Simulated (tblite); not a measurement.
Isomers of C8H8FN. Method: GFN2-xTB as coded in tblite; computed harmonic values from a numerical Hessian at the method's own geometry, unscaled. Against measured fundamentals such values can be off by several per cent, at times by over 20. One conformer each.

Electronic energies: GFN2-xTB at the same geometries; isomer energies are rough at this level and their order can be wrong.

| SMILES | electronic energy, lowest = 0 (kJ/mol) |
| --- | --- |
| C=Nc1cccc(CF)c1 | 0.0 |
| N#CCC1=CCC=C[C@@H]1F | 88.2 |
| C=C[C@@H]1CC(F)=C[C@@H]1C#N | 117.4 |

How do GFN2-xTB zero-point energies change the relative energies?

| SMILES | ZPE (kJ/mol) | of it from modes above 1550 cm⁻¹ | electronic (kJ/mol) | with ZPE, lowest = 0 (kJ/mol) | lowest mode (cm⁻¹) | rings |
| --- | --- | --- | --- | --- | --- | --- |
| C=Nc1cccc(CF)c1 | 358.9 | 173.9 | 0.0 | 0.0 | 22 | 1 |
| N#CCC1=CCC=C[C@@H]1F | 360.3 | 177.8 | 88.2 | 89.6 | 37 | 1 |
| C=C[C@@H]1CC(F)=C[C@@H]1C#N | 360.3 | 180.3 | 117.4 | 118.8 | 44 | 1 |

The zero-point energies span 1.4 kJ/mol, from `C=Nc1cccc(CF)c1` to `C=C[C@@H]1CC(F)=C[C@@H]1C#N`. The order is unchanged.
